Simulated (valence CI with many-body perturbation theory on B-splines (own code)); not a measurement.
**From CI to CI+MBPT in Rh XIV**

Calculated by valence CI with perturbative core correlation (CI+MBPT): four valence electrons over a frozen Dirac-Fock core [Ar] 3d10, radial functions for each j: 11 s, 11 p, 9 d, 7 f, 5 g, 2 h, 1 i, with the one-electron correlation potential Σ1 (screened to all orders), the two-electron term Σ2, the three-electron term Σ3, Breit, model QED; selected single and double excitations, second order for the rest (own B-spline code, finite nucleus).

No measured levels were compared; by estimate levels hold to about 250 cm⁻¹ or 0.2 % of their energy and the worst to 1 %, as in measured heavy ions of charge 2 to 7; those with d or f electrons hold less well.

Each rung adds one term. CI alone is the Dirac-Coulomb CI over the frozen core; QED comes last and gives the full result, which names the levels. Energies are above 4s²4p² ³P_0 on the same rung, in eV.

Names give the largest LS component (configuration and term), which can be under half, so a name can repeat, a term be missing and a line seem to break the LS rules; names also repeat where a configuration has a term twice.

| Level | CI alone | Σ1 | Σ2 | Σ3 | Breit | QED | Full |
| --- | --- | --- | --- | --- | --- | --- | --- |
| 4s²4p² ³P_1 | 3.815 | +0.0601 | +0.0397 | +0.0045 | -0.0743 | +0.0104 | 3.856 |
| 4s²4p² ³P_2 | 5.366 | +0.0675 | +0.0185 | +0.0013 | -0.0846 | +0.0111 | 5.380 |
| 4s²4p² ¹D_2 | 10.577 | +0.1281 | +0.0313 | +0.0006 | -0.1550 | +0.0201 | 10.602 |
| 4s²4p² ¹S_0 | 14.971 | +0.1339 | -0.0524 | -0.0156 | -0.1482 | +0.0179 | 14.907 |
| 4s4p³ ⁵S°_2 | 32.230 | +0.1515 | +0.4273 | +0.0249 | -0.0444 | -0.1032 | 32.686 |
| 4s4p³ ³D°_1 | 39.444 | +0.1560 | +0.1397 | +0.0103 | -0.0376 | -0.0997 | 39.613 |
| 4s4p³ ³D°_2 | 39.837 | +0.1712 | +0.1956 | +0.0126 | -0.0613 | -0.0971 | 40.058 |
| 4s4p³ ³D°_3 | 41.368 | +0.1942 | +0.2122 | +0.0143 | -0.0963 | -0.0935 | 41.598 |
| 4s4p³ ³P°_0 | 45.170 | +0.2008 | +0.0788 | +0.0008 | -0.0839 | -0.0950 | 45.271 |
| 4s4p³ ³P°_1 | 45.767 | +0.2110 | +0.0635 | +0.0028 | -0.0997 | -0.0926 | 45.852 |
| 4s4p³ ³P°_2 | 46.369 | +0.2162 | +0.0567 | +0.0063 | -0.1119 | -0.0882 | 46.448 |
| 4s4p³ ¹D°_2 | 51.368 | +0.2392 | -0.0924 | +0.0082 | -0.1508 | -0.0758 | 51.297 |
| 4s4p³ ³S°_1 | 52.964 | +0.2008 | -0.8444 | -0.0115 | -0.0632 | -0.1021 | 52.144 |
| 4s4p³ ¹P°_1 | 58.759 | +0.2702 | -0.7058 | -0.0123 | -0.1502 | -0.0870 | 58.074 |
| 4s²4p4d ³F°_2 | 59.593 | +0.1845 | -0.0140 | +0.0158 | -0.1539 | -0.0028 | 59.622 |
| 4s²4p4d ³F°_3 | 61.734 | +0.2113 | +0.0129 | +0.0168 | -0.1997 | +0.0048 | 61.780 |
| 4s²4p4d ³P°_2 | 65.232 | +0.2093 | -0.5173 | +0.0009 | -0.1715 | -0.0082 | 64.746 |
| 4s²4p4d ³F°_4 | 65.189 | +0.2621 | +0.0704 | +0.0193 | -0.2697 | +0.0128 | 65.284 |
| 4s²4p4d ³D°_1 | 66.614 | +0.2044 | -0.5895 | -0.0044 | -0.1540 | -0.0048 | 66.066 |
| 4s²4p4d ¹D°_2 | 68.998 | +0.2585 | -0.5117 | +0.0011 | -0.2256 | -0.0016 | 68.519 |
| 4s²4p4d ³P°_0 | 69.817 | +0.2587 | -0.4134 | +0.0029 | -0.2225 | +0.0052 | 69.448 |
| 4s²4p4d ³P°_1 | 70.462 | +0.2628 | -0.5004 | +0.0003 | -0.2297 | +0.0045 | 70.000 |
| 4s²4p4d ³D°_3 | 70.798 | +0.2604 | -0.5990 | -0.0028 | -0.2365 | +0.0050 | 70.225 |
| 4s²4p4d ³D°_2 | 71.162 | +0.2718 | -0.5506 | -0.0010 | -0.2461 | +0.0045 | 70.640 |
| 4s²4p4d ¹F°_3 | 75.810 | +0.2766 | -0.6760 | -0.0200 | -0.2463 | +0.0105 | 75.155 |
| 4s²4p4d ¹P°_1 | 76.817 | +0.2832 | -0.6122 | -0.0294 | -0.2432 | +0.0063 | 76.221 |
| 4p⁴ ³P_2 | 79.807 | +0.2705 | -0.0888 | +0.0170 | -0.0344 | -0.1994 | 79.772 |
| 4p⁴ ³P_0 | 83.450 | +0.2977 | -0.1702 | +0.0102 | -0.0566 | -0.1970 | 83.334 |
| 4p⁴ ³P_1 | 84.402 | +0.3314 | -0.0211 | +0.0194 | -0.1123 | -0.1863 | 84.433 |
| 4p⁴ ¹D_2 | 85.362 | +0.3342 | +0.0206 | +0.0170 | -0.1168 | -0.1862 | 85.431 |
| 4s4p²4d ⁵F_1 | 87.317 | +0.2602 | +0.4151 | +0.0360 | -0.1060 | -0.1154 | 87.807 |

The middle columns are the shifts that each term adds.

Task: How does the ionisation energy move along the ladder, and which term matters most?

Result: CI alone 306.28, + Σ1 307.44, + Σ2 307.33, + Σ3 307.26, + Breit 307.06, + QED 307.08 eV. The largest step is Σ1, 1.16 eV. NIST lists 306 ± 3 eV (theoretical).
